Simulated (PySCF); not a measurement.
## Shapes and spin states of AuSe₂⁺

All numbers come from PBE0 in PySCF with Au def2-SVP with ECP60, Se def2-SVP; scalar-relativistic core potentials, no spin–orbit coupling; density-fitted integrals.

Relaxations began from a few typed shapes and spin states; open shells are unrestricted. The search is not exhaustive: other isomers or separated fragments can lie lower, and high-lying points may rest on an excited occupation.

```csv
spin,group,bonds,angles,imaginary modes (cm⁻¹),ΔE (kJ/mol),ΔE with ZPE (kJ/mol)
triplet,Cs,"Au–Se 2.407 Å, Se–Se 2.220 Å",Au–Se–Se 96.8°,none,0.0,0.0
broken-symmetry Ms = 0 (⟨S²⟩ 1.01),C2v,"Au–Se 2.558 Å (×2), Se–Se 2.270 Å","Au–Se–Se 63.7° (×2), Se–Au–Se 52.7°",95i,39.3,–
quintet,D∞h,Au–Se 2.430 Å (×2),Se–Au–Se 180.0°,none,93.0,92.2
"singlet (closed shell, unstable to spin polarisation)",C2v,"Au–Se 2.498 Å (×2), Se–Se 2.302 Å","Au–Se–Se 62.6° (×2), Se–Au–Se 54.9°",none,98.3,98.6
"singlet (closed shell, unstable to spin polarisation)",D∞h,Au–Se 2.248 Å (×2),Se–Au–Se 180.0°,none,227.9,228.8
```

The lowest minimum found is the triplet Cs: Au–Se 2.407 Å, Se–Se 2.220 Å; Au–Se–Se 96.8°.

For the lowest minimum: open d and f shells are described by one determinant, and the ground state may have another occupation or spin. No spin–orbit coupling is included, which matters more the heavier the element.
